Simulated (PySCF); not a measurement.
# Structure from NMR data

An unknown has the formula C8H16N2. Its calculated NMR data are:

1H NMR (300 MHz, computed): δ 6.24 (t, 1H), 2.34 (sept, 1H), 1.94 (m, 2H), 1.91 (s, 3H), 1.14 (t, 3H), 1.04 (d, 6H).

13C{1H} NMR (computed): δ 143.0 (C), 135.4 (CH), 31.1 (CH), 25.2 (CH2), 21.3 (CH3, 2C), 19.2 (CH3), 13.4 (CH3).

Single conformer, in vacuum, one averaged value for each set of equivalent atoms, no relativistic terms. NMR shieldings at PBE0/pcSseg-1/GIAO; geometry: GFN2-xTB; PySCF 2.14.0 with density-fitted response routines.

Shifts are taken against calculated references (same method and geometry level): 1H and 13C vs TMS.

Which of these isomers gave the spectra?
A. CC(C)=N/N=C(/C)C(C)C
B. CC/C=N\N=C(\C)C(C)C
C. C=CN(C)N1CCCCC1

## Answers

B. 

1. The formula gives 2 degrees of unsaturation (no ring in the answer).
2. 7 carbon signals for 8 carbons: some carbons are equivalent by symmetry or fast rotation.
3. Carbon types of the structure: 1 × C, 2 × CH, 1 × CH2, 4 × CH3, which accounts for all hydrogens.
4. δC 143.0, 135.4: C=N carbon.
5. δC 31.1: sp3 CH; aliphatic region, no heteroatom directly attached.
6. δC 25.2: sp3 CH2; saturated and bonded to C and H only.
7. δC 21.3, 19.2, 13.4: methyl carbon; saturated and bonded to C and H only.
8. δH 6.24: hydrogen on a C=N carbon.

The others: C=CN(C)N1CCCCC1 would give 6 carbon signals, not 7; CC(C)=N/N=C(/C)C(C)C would give 5 signals for carbon-bound and other non-exchanging H, not 6.

Shifts are as computed. Against solution values, carbons near 30 ppm lie about +3 ppm off and those near 130 ppm about +5 ppm. Of 1211 compounds with measured shifts, 218 miss one by over three times the rms of a fit or turn the order of signals round; such compounds aren't used in these exercises. Multiplicities follow the n + 1 count of equivalent neighbours, as no J values were calculated; m marks all less simple cases, F and P coupling included.
